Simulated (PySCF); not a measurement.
SMILES C([SiH2][SiH2]C#N)#N (C2H4N2Si2), singlet, B3LYP/def2-SVP optimised geometry. Atoms within 1.6 Å of the plane z = 0.0 Å (x, y, z in Å): N1 (2.01, -2.91, 0.00), C2 (1.72, -1.78, 0.00), Si3 (1.18, 0.00, 0.00), Si4 (-1.18, 0.00, 0.00), C5 (-1.72, 1.78, 0.00), N6 (-2.01, 2.91, 0.00), H7 (1.73, 0.64, 1.22), H8 (1.72, 0.64, -1.23), H9 (-1.72, -0.64, -1.23), H10 (-1.73, -0.64, 1.22).

Level of theory: B3LYP/def2-TZVP (PySCF). Cells within 0.4 Å of a nucleus heavier than hydrogen are left out (blank, or x).

Map of the electrostatic potential (hartree/e), clipped to [-0.08, 0.12] on the plane z = 0.0 Å:

```
|2222111111222333333333333|
|2221100001122333333333333|
|2221100001122333333333333|
|2221003863222333333333333|
|2221149999323334444444333|
|2222299xx9533444444444433|
|3222289999844555544444443|
|33223699x9976666655444443|
|3333469xx9997899765544444|
|3334479999999999996554444|
|3344579999999999999654444|
|3444589999999999999754444|
|344568999xx999xx999865443|
|4444579999999999999854443|
|4444569999999999999754433|
|4444556999999999999744333|
|4444455679987999xx9643333|
|3444445566666799x99632233|
|3444444455554489999822223|
|3344444444443359xx9922222|
|3334444444333239999411222|
|3333333333332223683001222|
|3333333333332211000011222|
|3333333333332211000011222|
|3333333333332221111112222|
```
Scale: ten equal steps from -0.064 (start of '0') to 0.120 (end of '9'), in the order '0123456789'; x runs from -5.00 to 5.00, y from -5.00 (bottom) to 5.00 (top).
